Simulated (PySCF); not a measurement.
# What a mistake does to a calculation on AlClH2O2

Calculated results; nothing here was measured. They come from PySCF 2.14.0, an open-source quantum chemistry program, on an isolated molecule that a program drew, which may never have been made. The molecule is AlClH2O2 (charge 0, singlet), drawn as the SMILES string `[OH][Al]([OH])[Cl]`.

Each row is a Hartree-Fock (HF) and frozen-core CCSD(T) single point in the cc-pV(D+d)Z basis, meant for a local HF minimum. Run 1 is clean. Each other run has one planted mistake out of seven kinds, and not every kind appears here: one electron removed, one electron added, multiplicity raised by two, geometry at a saddle point, minimal basis STO-3G, one bond length entered in bohr, all coordinates scaled. The reference is restricted for singlets and unrestricted otherwise, and also for a bond in bohr. Adding or removing an electron swaps singlet and doublet. Electrons count all cores. HOMO and LUMO are orbital energies over both spins, the gradient is its largest component, and the lowest frequency (negative if imaginary) is given only where the gradient is small. Bond lengths are over the 5 bonds as drawn. T1 is the CCSD diagnostic: over 0.02 (restricted) or 0.045 (unrestricted) a single reference is doubtful.

Geometry of the clean run:
```xyz
6
AlClH2O2, angstrom
O    -0.7843   -0.2552    0.9816
Al   -0.6635    1.3869    0.6767
O    -1.8259    2.1731   -0.2321
Cl    0.9466    2.5015    1.4249
H    -0.2019   -0.8086    1.4739
H    -2.5949    1.7946   -0.6251
```

```
run,electrons,basis functions,<S^2>,HOMO (eV),LUMO (eV),gradient (hartree/bohr),lowest frequency (cm^-1),mean bond (Å),longest bond (Å),T1,HF (hartree),CCSD(T) (hartree),mistake
1,48,84,0.000,-12.54,2.71,8.2e-06,197,1.4656,2.096,0.0123,-852.52064,-853.12615,no fault
2,48,84,2.014,-3.98,-3.48,8.7e-02,-,1.4656,2.096,0.0370,-852.24495,-852.84896,multiplicity raised by two
3,47,84,0.758,-18.50,-9.69,8.0e-02,-,1.4656,2.096,0.0379,-852.11487,-852.70190,one electron removed
4,48,84,0.000,-12.57,2.82,1.2e-02,-,1.4480,2.071,0.0119,-852.51960,-853.12332,all coordinates scaled
5,48,84,0.810,-12.60,1.59,3.0e-02,-,1.6333,2.096,0.0625,-852.37685,-852.97242,one bond length entered in bohr
6,48,30,0.000,-9.50,9.06,6.1e-02,-,1.4656,2.096,0.0154,-842.59447,-842.71374,?
```

**Which mistake was planted in run 6, and what did it cost?**

It has 30 basis functions where the clean run has 84, with the same electrons and geometry. So the mistake is: minimal basis STO-3G. Subtracting run 1 and multiplying by 627.51 kcal/mol a hartree, the energy moved by 6228.8 kcal/mol in HF and 6533.9 kcal/mol in CCSD(T).

Cautions from the logs. Run 5: T1 is over the limit, so its CCSD(T) energy is less reliable.
